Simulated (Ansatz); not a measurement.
CH6NSn, SMILES `[CH3][SnH][NH2]` radical, relaxed with UKS PBE-D4/def2-SVP in Ansatz 0.2.0 from a rough embedded geometry. The force threshold is 0.03 eV/Å; the program also tests the step.

Total charge 0; spin multiplicity 2. Sn takes the def2 core potential.

Start:

```xyz
9

C    -1.270   -0.231    0.815
Sn    0.294   -0.783   -0.449
N     0.990    0.910   -1.385
H    -0.938    0.446    1.565
H    -1.717   -1.133    1.362
H    -2.156    0.210    0.213
H     1.586   -1.516    0.509
H     1.351    1.506   -0.657
H     1.860    0.592   -1.973
```

| step | energy (eV) | largest force (eV/Å) | largest move (Å) |
| --- | --- | --- | --- |
| 1 | -8449.2452 | 3.120 | 0.000 |
| 2 | -8449.5298 | 0.894 | 0.177 |
| 3 | -8449.5559 | 1.014 | 0.185 |
| 4 | -8449.5710 | 0.918 | 0.132 |
| 5 | -8449.5772 | 1.184 | 0.200 |
| 6 | -8449.6194 | 0.546 | 0.200 |
| 7 | -8449.7015 | 1.165 | 0.200 |
| 8 | -8449.7896 | 0.317 | 0.200 |
| 9 (rejected) | -8449.7466 | 0.837 | 0.200 |
| 10 | -8449.8050 | 0.048 | 0.100 |
| 11 | -8449.8082 | 0.117 | 0.094 |
| 12 (rejected) | -8449.8047 | 0.270 | 0.056 |
| 13 | -8449.8096 | 0.018 | 0.027 |
| 14 | -8449.8100 | 0.030 | 0.038 |

End:

```xyz
9

C    -1.289   -0.224    0.863
Sn    0.226   -0.876   -0.601
N     1.297    0.889   -0.950
H    -0.818    0.553    1.497
H    -1.589   -1.090    1.484
H    -2.178    0.193    0.354
H     1.431   -1.829    0.274
H     0.758    1.625   -1.428
H     2.163    0.759   -1.491
```

Hardware: 4 threads of an Arm Neoverse V2 on a shared host. Wall time 14 s, peak host memory 0.14 GiB.
